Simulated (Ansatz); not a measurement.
System: AlH, charge 0, triplet. This triplet is an excited state, 1.9 eV above the singlet at CCSD(T)/cc-pV(5+d)Z (Ansatz, a quantum-chemistry and plane-wave program). AlH (SMILES [AlH], triplet).
B3LYP-D3(BJ)/def2-TZVP minimum from Ansatz:
```xyz
2

Al     0.0000     0.0000    -0.1147
H      0.0000     0.0000     1.4914
```
Charge 0, spin multiplicity 3.

Total energies in cc-pV(T+d)Z, 4 correlated electrons, 5 frozen orbitals. UHF or UKS for unpaired electrons; spin-orbit terms are left out. Correlated methods leave the cores frozen. No relativity. Full CI freezes restricted core orbitals and the other rows unrestricted ones, which leaves a small offset even where coupled cluster is exact. The spin of HAl ([AlH], triplet) was assumed, and the state is the lowest solution found for it.

| method | program | energy (Eh) | error against FCI (mEh) |
|---|---|---|---|
| HF | Ansatz | -242.41949 | 58.18 |
| MP2 | Ansatz | -242.46138 | 16.30 |
| CCSD | Ansatz | -242.47568 | 1.99 |
| CCSD(T) | Ansatz | -242.47713 | 0.54 |
| CCSDT(Q) | Ansatz | -242.47772 | -0.05 |
| CCSDTQ | Ansatz | -242.47773 | -0.05 |
| FCI | Ansatz | -242.47767 | 0.00 |

Rough core times of Ansatz's runs on a shared machine: CCSD(T) under 20 s, CCSDT(Q) under 20 s, CCSDTQ 80 s, FCI under 20 s.
